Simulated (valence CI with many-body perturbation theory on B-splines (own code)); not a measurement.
# Ag42+: calculated level list

Computed by relativistic CI+MBPT: three valence electrons over a frozen Dirac-Fock core [He], a basis of 11 s, 11 p, 10 d, 8 f, 5 g, 2 h functions for each j, with the one-electron correlation potential Σ1 (screened to all orders), the two-electron term Σ2, the three-electron term Σ3, Breit, model QED; selected single and double excitations, second order for the rest, scaled by the run's own slope (own B-spline code, finite nucleus).

No measured spectrum was set against this ion. As an estimate, large intervals hold to a few tenths of a per cent, small ones and those within an open d or f shell to about a per cent.

Levels 91 to 135 of 197, with energies above the lowest level, (2s^2 2p1/2) J=1/2. "Leading %" is the weight of the configuration and term that name the level; weights of strongly mixed levels are sums over their largest components and can fall short. In the jj column 3d3/2^4 stands for four electrons in 3d with j = 3/2. Lifetimes count E1, E2, E3, M1 and M2 decay at the calculated energies, and are blank where another channel may lead or the interval is too uncertain; long ones can be off by a factor of two.

```
No.  Configuration  Term    J  E (eV)  Leading %                Leading jj  Lifetime      g
 91          2p²3p   ²P°  1/2  4377.1         85  2p1/2 2p3/2 3p3/2 (98 %)   14.5 fs  0.680
 92          2p²3d    ⁴F  7/2  4381.3         51  2p1/2 2p3/2 3d3/2 (75 %)    422 fs  1.091
 93          2p²3d    ⁴D  7/2  4385.5         49  2p1/2 2p3/2 3d5/2 (82 %)    171 fs  1.276
 94          2p²3d    ⁴P  5/2  4389.9         37  2p1/2 2p3/2 3d3/2 (56 %)   4.42 fs  1.211
 95          2p²3d    ⁴D  3/2  4393.1         39  2p1/2 2p3/2 3d5/2 (58 %)   6.71 fs  1.090
 96          2p²3d    ²G  9/2  4398.3         58  2p1/2 2p3/2 3d5/2 (99 %)   1.62 ps  1.194
 97          2p²3d    ⁴D  5/2  4401.0         37  2p1/2 2p3/2 3d5/2 (65 %)   4.04 fs  1.146
 98          2p²3d    ⁴P  3/2  4401.1         48  2p1/2 2p3/2 3d3/2 (58 %)   3.24 fs  1.407
 99          2p²3d    ⁴P  1/2  4402.7         41  2p1/2 2p3/2 3d3/2 (97 %)   3.26 fs  1.849
100          2p²3d    ²D  5/2  4411.7         58  2p1/2 2p3/2 3d5/2 (86 %)   2.68 fs  1.202
101          2p²3d    ²F  7/2  4416.1         61  2p1/2 2p3/2 3d5/2 (92 %)   2.98 fs  1.107
102          2p²3d    ²D  3/2  4418.9         62  2p1/2 2p3/2 3d5/2 (98 %)   4.30 fs  0.946
103          2p²3d    ²P  1/2  4422.1         67  2p1/2 2p3/2 3d5/2 (96 %)   3.73 fs  1.053
104          2p²3s    ⁴P  5/2  4448.4         57         2p3/2^2 3s (96 %)    152 fs  1.419
105          2p²3s    ²P  3/2  4454.8         53         2p3/2^2 3s (98 %)   24.7 fs  1.157
106          2p²3s    ²S  1/2  4493.0         72         2p3/2^2 3s (97 %)   42.9 fs  1.972
107          2p²3p   ²P°  3/2  4494.1         27      2p3/2^2 3p1/2 (98 %)   11.8 fs  1.423
108          2p²3p   ²D°  5/2  4497.0         45      2p3/2^2 3p1/2 (98 %)   11.4 fs  1.176
109          2p²3p   ²P°  1/2  4533.4         63      2p3/2^2 3p1/2 (60 %)   12.6 fs  0.876
110          2p²3p   ²D°  5/2  4539.8         53     2p3/2^2 3p3/2 (100 %)   14.2 fs  1.300
111          2p²3p   ⁴D°  7/2  4540.3         59      2p3/2^2 3p3/2 (99 %)   15.4 fs  1.302
112          2p²3p   ²P°  1/2  4545.8         77      2p3/2^2 3p3/2 (61 %)   12.1 fs  0.996
113          2p²3p   ²P°  3/2  4571.0         62      2p3/2^2 3p3/2 (99 %)   13.6 fs  1.299
114          2p²3d    ²D  3/2  4584.3         38      2p3/2^2 3d3/2 (98 %)   4.54 fs  1.136
115          2p²3d    ⁴D  5/2  4584.9         28      2p3/2^2 3d3/2 (90 %)   4.59 fs  1.199
116          2p²3d    ²P  1/2  4586.4         60      2p3/2^2 3d3/2 (77 %)   5.93 fs  1.068
117          2p²3d    ²F  7/2  4587.4         36      2p3/2^2 3d3/2 (64 %)   5.77 fs  1.207
118          2p²3d    ²F  7/2  4589.5         60      2p3/2^2 3d5/2 (65 %)   13.7 fs  1.114
119          2p²3d    ⁴F  9/2  4590.2         59      2p3/2^2 3d5/2 (99 %)   1.31 ps  1.232
120          2p²3p   ²P°  3/2  4590.9         69      2p3/2^2 3p3/2 (98 %)   13.6 fs  1.314
121          2p²3d    ²S  1/2  4603.1         42      2p3/2^2 3d5/2 (76 %)   4.47 fs  1.784
122          2p²3d    ²P  3/2  4612.6         54      2p3/2^2 3d5/2 (84 %)   3.70 fs  1.218
123          2p²3d    ²D  5/2  4616.5         62      2p3/2^2 3d5/2 (92 %)   3.48 fs  1.149
124          2p²3d    ²D  3/2  4633.9         83      2p3/2^2 3d3/2 (85 %)   3.32 fs  0.829
125          2p²3d    ²D  5/2  4642.6         70      2p3/2^2 3d5/2 (96 %)   4.68 fs  1.183
126          2s²4s    ²S  1/2  5134.8         97            2s^2 4s (97 %)   43.5 fs  1.998
127          2s²4p   ²P°  1/2  5154.0         97         2s^2 4p1/2 (97 %)   73.1 fs  0.662
128          2s²4p   ²P°  3/2  5177.6         97         2s^2 4p3/2 (97 %)   84.3 fs  1.331
129          2s²4d    ²D  3/2  5192.3         97         2s^2 4d3/2 (97 %)   9.14 fs  0.796
130          2s²4d    ²D  5/2  5199.4         97         2s^2 4d5/2 (97 %)   9.65 fs  1.197
131          2s²4f   ²F°  5/2  5207.9         97         2s^2 4f5/2 (97 %)   20.3 fs  0.854
132          2s²4f   ²F°  7/2  5211.2         97         2s^2 4f7/2 (97 %)   20.5 fs  1.140
133         2s2p4s   ⁴P°  1/2  5223.5         78       2s 2p1/2 4s (100 %)   47.6 fs  2.223
134         2s2p4p    ⁴D  1/2  5240.7         66    2s 2p1/2 4p1/2 (100 %)   36.4 fs  0.413
135         2s2p4s   ⁴P°  3/2  5240.9         67        2s 2p1/2 4s (97 %)   43.5 fs  1.589
```
